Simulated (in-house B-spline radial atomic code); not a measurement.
Inner levels of barium as electrons are removed. A shift is the extra binding of the orbital against the neutral atom ([Xe] 6s2). Computed with an all-electron radial atomic-structure program (B-spline basis): non-relativistic Hartree-Fock, average of the configuration, point nuclei.

This level leaves out relativity, spin-orbit splitting included, which matters for heavy ions.

| ion | configuration | shift of 4s (eV) | shift of 1s (eV) | shift of 2s (eV) | radius of 4s (bohr) | radius of 1s (bohr) | radius of 2s (bohr) | Σ<r²> (bohr²) | change of density at nucleus (bohr⁻³) |
| --- | --- | --- | --- | --- | --- | --- | --- | --- | --- |
| Ba | [Xe] 6s2 | 0 | 0 | 0 | 0.70159 | 0.027125 | 0.11627 | 108.63 | - |
| Ba+ | [Xe] 6s1 | 5.2347 | 5.2648 | 5.2579 | 0.7016 | 0.027125 | 0.11627 | 70.395 | -2.082 |
| Ba2+ | [Kr] 4d10 5s2 5p6 | 11.587 | 11.685 | 11.662 | 0.70163 | 0.027125 | 0.11627 | 45.507 | -6.363 |
| Ba3+ | [Kr] 4d10 5s2 5p5 | 24.582 | 25.116 | 24.97 | 0.70136 | 0.027125 | 0.11627 | 39.64 | -1.128 |
| Ba4+ | [Kr] 4d10 5s2 5p4 | 38.417 | 39.54 | 39.23 | 0.70103 | 0.027125 | 0.11627 | 34.512 | 4.608 |
| Ba5+ | [Kr] 4d10 5s2 5p3 | 53.023 | 54.897 | 54.38 | 0.70061 | 0.027125 | 0.11627 | 29.955 | 10.819 |
| Ba6+ | [Kr] 4d10 5s2 5p2 | 68.349 | 71.143 | 70.375 | 0.70011 | 0.027125 | 0.11626 | 25.857 | 17.496 |
| Ba7+ | [Kr] 4d10 5s2 5p1 | 84.351 | 88.244 | 87.178 | 0.69953 | 0.027125 | 0.11626 | 22.137 | 24.627 |
| Ba8+ | [Kr] 4d10 5s2 | 100.99 | 106.17 | 104.76 | 0.69886 | 0.027125 | 0.11626 | 18.733 | 32.213 |
| Ba9+ | [Kr] 4d10 5s1 | 118.76 | 125.59 | 123.78 | 0.69933 | 0.027125 | 0.11626 | 15.916 | -19.069 |
| Ba10+ | [Kr] 4d10 | 137.06 | 145.75 | 143.48 | 0.69882 | 0.027125 | 0.11626 | 13.295 | -76.18 |
| Ba11+ | [Kr] 4d9 | 165.04 | 179.63 | 177.41 | 0.69369 | 0.027125 | 0.11625 | 12.3 | -63.188 |
| Ba12+ | [Kr] 4d8 | 193.71 | 214.81 | 212.61 | 0.68852 | 0.027125 | 0.11625 | 11.369 | -49.281 |
| Ba13+ | [Kr] 4d7 | 223.04 | 251.29 | 249.07 | 0.68333 | 0.027125 | 0.11624 | 10.494 | -34.464 |
| Ba14+ | [Kr] 4d6 | 253.02 | 289.03 | 286.77 | 0.67814 | 0.027125 | 0.11623 | 9.6703 | -18.75 |
| Ba15+ | [Kr] 4d5 | 283.64 | 328.04 | 325.68 | 0.67295 | 0.027125 | 0.11622 | 8.8928 | -2.14 |
| Ba16+ | [Kr] 4d4 | 314.87 | 368.3 | 365.81 | 0.66778 | 0.027125 | 0.11621 | 8.1575 | 15.363 |
| Ba17+ | [Kr] 4d3 | 346.71 | 409.81 | 407.14 | 0.66264 | 0.027126 | 0.1162 | 7.4607 | 33.749 |
| Ba18+ | [Kr] 4d2 | 379.15 | 452.55 | 449.65 | 0.65752 | 0.027126 | 0.11618 | 6.7994 | 53.022 |
| Ba19+ | [Kr] 4d1 | 412.17 | 496.52 | 493.35 | 0.65245 | 0.027126 | 0.11617 | 6.171 | 73.177 |
| Ba20+ | [Ar] 3d10 4s2 4p6 | 445.78 | 541.71 | 538.21 | 0.64741 | 0.027126 | 0.11615 | 5.5731 | 94.211 |
| Ba21+ | [Ar] 3d10 4s2 4p5 | 477.85 | 590.57 | 584.3 | 0.64266 | 0.027125 | 0.11613 | 5.0226 | 118.97 |
| Ba22+ | [Ar] 3d10 4s2 4p4 | 510.33 | 640.47 | 631.27 | 0.638 | 0.027125 | 0.11611 | 4.4915 | 144.47 |
